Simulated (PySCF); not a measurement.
Compound: C5H12OSi.
Numbering: `[OH:1][SiH2:2][CH:3]1[CH2:4][CH2:5][CH2:6][CH2:7]1` (hydrogens: H8 on O1; H9, H10 on Si2; H11 on C3; H12, H13 on C4; H14, H15 on C5; H16, H17 on C6; H18, H19 on C7)

All values: PBE0/def2-SVPD (PySCF, non-relativistic), on one gas-phase PBE0-D3(BJ)/def2-SVP geometry that isn't relaxed in the solvent. The solvent is an IEF-PCM continuum (Bondi radii, 1.10 Å for H, scaled by 1.2). Specific hydrogen bonds and non-electrostatic terms are outside this model.

Gas phase at PBE0/def2-SVPD: HOMO -7.81 eV, LUMO 0.13 eV, dipole 1.96 D.

**Question.** What does the continuum do to the energy, the frontier levels and the dipole at PBE0/def2-SVPD in acetone and dimethylsulfoxide?

**Answer.** 
```json
{"solvent": "acetone", "ε": "20.49", "E(solvent) − E(gas) (kcal/mol)": "-4.21", "polarisation term (kcal/mol)": "-4.82", "distortion of the solute (kcal/mol)": "0.61", "HOMO (eV)": "-7.70", "LUMO (eV)": "0.34", "dipole (D)": "2.55"}
{"solvent": "dimethylsulfoxide", "ε": "46.83", "E(solvent) − E(gas) (kcal/mol)": "-4.42", "polarisation term (kcal/mol)": "-5.11", "distortion of the solute (kcal/mol)": "0.69", "HOMO (eV)": "-7.70", "LUMO (eV)": "0.34", "dipole (D)": "2.59"}
```

The first energy column is the sum of the next two and covers electrostatics alone. From acetone to dimethylsulfoxide the lowering changes by a factor 1.05, Onsager's factor (ε − 1)/(2ε + 1) by 1.04 and ε itself by 2.3.

**Question.** Which radius a makes the point-dipole formula ΔE = −[(ε − 1)/(2ε + 1)]·μ²/a³ give the value in dimethylsulfoxide, with the gas-phase dipole?

**Answer.** μ = 0.772 au and |ΔE| = 0.00705 Eh give a = 1.82 Å; the farthest nucleus lies 3.65 Å from the centroid of the nuclei, so such a sphere wouldn't even hold the nuclei. The formula assumes a rigid point dipole at the centre of a sphere.

**Question.** How does the static polarisability (PBE0/def2-SVPD, frozen core, with the continuum's full static response) change?

**Answer.** 
```csv
medium,isotropic (au),principal values (au),⟨r²⟩ of the electrons (bohr²)
gas,87.4,"77.5, 85.2, 99.6",1147.4
acetone,117.4,"109.5, 116.4, 126.3",1147.8
dimethylsulfoxide,119.3,"111.8, 118.3, 127.6",1147.8
```

The isotropic value in dimethylsulfoxide is 1.36 times the gas-phase one; no cavity-field correction is applied. ⟨r²⟩ is taken about the centre of nuclear charge.
